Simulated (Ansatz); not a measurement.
`[F][Mo]([F])(=[S])([Cl])[Cl]` + `C[O][AlH][GeH3]` → `C[O][Mo]([F])(=[S])([Cl])[Cl]` + `[F][AlH][GeH3]`  (redistribution)

Isolated molecules relaxed with PBE0-D4/def2-TZVP in Ansatz; ΔE leaves out vibrations. CCSD(T)/CBS adds triple-zeta CCSD(T) − MP2 to the extrapolated MP2 energy (def2 sets, frozen cores). DFT in def2-TZVPP. Elements past krypton have def2 core potentials. For Ge, Mo outer-core shells are correlated without core-valence functions, which leaves a few kJ/mol of doubt a bond. Scalar relativity is left out up to krypton. Each species was taken in one conformer, which may not be the lowest.

`[F][Mo]([F])(=[S])([Cl])[Cl]`:

```xyz
6

F     1.768   -0.181    0.661
Mo    0.035    0.026    0.067
F    -0.385   -0.315    1.830
S    -0.239    2.048   -0.205
Cl   -1.984   -0.876   -0.419
Cl    0.805   -0.702   -1.933
```

`C[O][AlH][GeH3]`:

Z-matrix (Å, degrees):
```
C
O 1 1.397
H 1 1.095 2 110.0
H 1 1.095 2 110.0 3 -118.7
H 1 1.098 2 112.6 3 120.6
Al 2 1.686 1 135.5 3 -120.8
Ge 6 2.477 2 119.2 1 -0.1
H 6 1.580 2 115.8 1 180.0
H 7 1.543 6 111.6 2 -118.2
H 7 1.543 6 111.7 2 123.1
H 7 1.542 6 113.5 2 2.4
```

`C[O][Mo]([F])(=[S])([Cl])[Cl]`:

Cartesian coordinates in Å:
```
C 0.817 1.525 -0.071
O -0.114 0.607 -0.570
Mo -0.633 -1.091 -0.123
F 0.833 -1.706 -1.088
S -2.337 -1.428 -1.245
Cl -0.381 -3.031 1.055
Cl -1.338 -0.173 1.865
H 0.538 1.787 0.956
H 1.822 1.094 -0.078
H 0.794 2.417 -0.700
```

`[F][AlH][GeH3]`:

Z-matrix (Å, degrees):
```
Ge
Al 1 2.469
H 1 1.540 2 111.5
H 1 1.542 2 110.5 3 118.6
H 1 1.538 2 112.6 3 -121.4
F 2 1.652 1 116.9 3 149.2
H 2 1.581 1 126.9 3 -31.6
```

| species | ωB97X-V energy (Eh) |
| --- | --- |
| `[F][Mo]([F])(=[S])([Cl])[Cl]` | -1586.50235 |
| `C[O][AlH][GeH3]` | -2436.79357 |
| `C[O][Mo]([F])(=[S])([Cl])[Cl]` | -1601.78166 |
| `[F][AlH][GeH3]` | -2421.53440 |

Task: Work out ΔE.

Result: ΔE = (-1601.78166) + (-2421.53440) − (-1586.50235) − (-2436.79357) = -0.02014 Eh = -12.6 kcal/mol. CCSD(T)/CBS gives -16.1 kcal/mol.

Largest T1 diagnostic among the species: 0.024, so the coupled-cluster value is less sure than usual.

The D4 term adds −1.0 kcal/mol with B3LYP and −0.6 kcal/mol with PBE0; it sums over pairs of atoms, weighted by their polarisabilities, and B3LYP, whose exchange is more repulsive, gets the larger term. In def2-TZVPP, CCSD(T) changes the Hartree–Fock value by −3.6 kcal/mol (the triples alone add −0.9 kcal/mol) and MP2 by −6.0 kcal/mol.

B3LYP here is the variant with VWN-RPA as its local correlation; programs differ in this.
